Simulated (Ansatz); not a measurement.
**Counterpoise correction, worked out**

The pair of Cu⁺ (SMILES [Cu+], atom 1) and HCN (SMILES C#N, atoms 2–4), both closed shells, in one local arrangement (a lower one may exist), relaxed at PBE0-D4/def2-TZVP:

```
atom    x (Å)    y (Å)    z (Å)
 Cu1  -1.6359   1.4819  -0.4155
  C2   0.5607  -0.5079   0.1424
  N3  -0.2691   0.2438  -0.0683
  H4   1.3443  -1.2178   0.3414
```

Computed with Ansatz 0.2.0 (basis: def2-TZVPPD); correlated methods freeze the cores. The 3s and 3p shells of Cu and Zn are frozen; filled d shells are correlated.

MP2 total energies in eV:

| system | geometry | basis functions | energy |
| --- | --- | --- | --- |
| pair | pair | all | -47142.91394 |
| Cu⁺ | as in the pair | all (partner as ghosts) | -44603.21522 |
| HCN | as in the pair | all (partner as ghosts) | -2537.63661 |
| Cu⁺ | as in the pair | its own | -44603.16471 |
| HCN | as in the pair | its own | -2537.61773 |
| Cu⁺ | free (PBE0-D4 minimum) | its own | -44603.16471 |
| HCN | free (PBE0-D4 minimum) | its own | -2537.63699 |

Problem. Work out the interaction energy with and without the counterpoise correction, the superposition error, and the binding energy from the relaxed fragments.

Solution. Without correction: -47142.91394 − (-44603.16471) − (-2537.61773) = -2.13150 eV.
With correction (each fragment in the whole basis): -47142.91394 − (-44603.21522) − (-2537.63661) = -2.06211 eV = -47.55 kcal/mol.
The superposition error is the difference, 0.06939 eV, 3 % of the uncorrected value: each fragment borrows its partner's functions.
Deformation from the free shapes: 0.00000 eV for Cu⁺ and 0.01926 eV for HCN.
Binding energy from relaxed fragments: -2.06211 + 0.00000 + 0.01926 = -2.04285 eV = -47.11 kcal/mol (electronic, without zero-point energy; negative means bound). For comparison, the corrected interaction energy by CCSD(T) at an estimated basis limit (MP2 extrapolated from triple and quadruple zeta, plus CCSD(T) − MP2 in triple zeta) is -2.082 eV.

No T1 diagnostic of these runs exceeds 0.022.

For scale, one of the runs: CCSD(T)/def2-TZVPPD, 158 basis functions, launched by `ansatz run in.yaml --threads 2 --pin off --events-out ev --progress --plain --max-ram 5222MiB`. The run took 19 s on 2 CPU threads of an Arm Neoverse N1 (shared host), with 0.8 GiB of host memory at its peak.
